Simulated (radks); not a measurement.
Os38+, 38 electrons, occupied as [Kr] 4d2. Method: non-relativistic Kohn-Sham, TPSS, spin-polarised, spherical densities, point nucleus; open shells are filled with parallel spins first (spin-orbit coupling, left out, can overturn this in heavy ions); meta-GGA in the generalised Kohn-Sham scheme; relativity is left out, which matters for an element this heavy; computed with a radial shooting solver on a logarithmic mesh with Libxc functionals.

Unscreened Slater integrals over Kohn-Sham orbitals (eV). They are taken over the spin-up orbitals.

integral    value
F0(4d,4d)  60.087
F2(4d,4d)  30.773
F4(4d,4d)  21.013
F0(4d,4p)  59.138
F2(4d,4p)  30.386
G1(4d,4p)  37.027
G3(4d,4p)  23.968
F0(4d,4s)  58.890
G2(4d,4s)  28.397
F0(4d,3d)  76.863
F2(4d,3d)  22.768
F4(4d,3d)  11.443
G0(4d,3d)  7.1357
G2(4d,3d)  9.1501
G4(4d,3d)  7.2441
F0(4p,4p)  58.427
F2(4p,4p)  30.608
F0(4p,4s)  58.193
G1(4p,4s)  39.285
F0(4p,3d)  74.307
F2(4p,3d)  20.894
G1(4p,3d)  6.7448
G3(4p,3d)  6.7913
F0(4s,4s)  57.999
F0(4s,3d)  73.471
G2(4s,3d)  6.4268
F0(3d,3d)  140.73
F2(3d,3d)  72.280
F4(3d,3d)  46.637

Derived for the open shells (J is the average intra-shell exchange parameter used in DFT+U). 4d: Racah B = F2/49 - 5 F4/441 = 0.3898 eV, C = 35 F4/441 = 1.668 eV, C/B = 4.28, F4/F2 = 0.683, J = (F2 + F4)/14 = 3.699 eV.
